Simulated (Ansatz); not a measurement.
H2AlBF, SMILES `F[B-][AlH2]` (triplet; the order of the spin states depends on the level) (charge -1, multiplicity 3). This triplet lies 0.32 eV above the relaxed singlet at the level frozen-core CCSD(T)/aug-cc-pVTZ // B3LYP-D3(BJ)/def2-TZVPD (Ansatz, a first-principles code); other levels give the other order.

Computed with B3LYP/aug-cc-pVTZ // B3LYP-D3(BJ)/def2-TZVPD in Ansatz.

Ansatz 0.2 input:
```yaml
crystal:
  periodic: [false, false, false]
  atoms:
    - { symbol: F, position_ang: [2.487213, 0.21879, -0.040311] }
    - { symbol: B, position_ang: [1.325313, -0.478189, 0.005036] }
    - { symbol: Al, position_ang: [-0.676488, -0.005137, 0.008368] }
    - { symbol: H, position_ang: [-1.379544, 1.464711, -0.047151] }
    - { symbol: H, position_ang: [-1.756495, -1.200175, 0.074058] }
basis:
  gaussian: { orbitals: aug-cc-pVTZ }
hamiltonian:
  xc: b3lyp
total_charge: -1
magnetization:
  spin_polarized: true
  initial_magnetization: 2
```

Output:

```
Functional definition: B3LYP
924 factors; their error is unknown
mean field evaluation 1: about -10016.1117 eV, gradient 4.5e1 eV
mean field evaluation 2: about -10008.8445 eV, gradient 7.4e1 eV
mean field evaluation 4: about -10024.5750 eV, gradient 1.9e0 eV
mean field evaluation 8: about -10024.6051 eV, gradient 5.5e-2 eV
mean field evaluation 16: about -10024.6146 eV, gradient 1.2e-4 eV
mean field -10024.61457179 eV, -368.3977905854 hartree, gradient 4.4e-5 eV, S^2 2.004867; 0 other end points of the search recorded, 0 dependent functions left out
reference -10024.61483221 eV, -368.3978001556 hartree; 16, 14 occupied and 172, 174 virtual orbitals, 924 factors
Total energy: -10024.61483221 eV, -368.3978001556 hartree
```
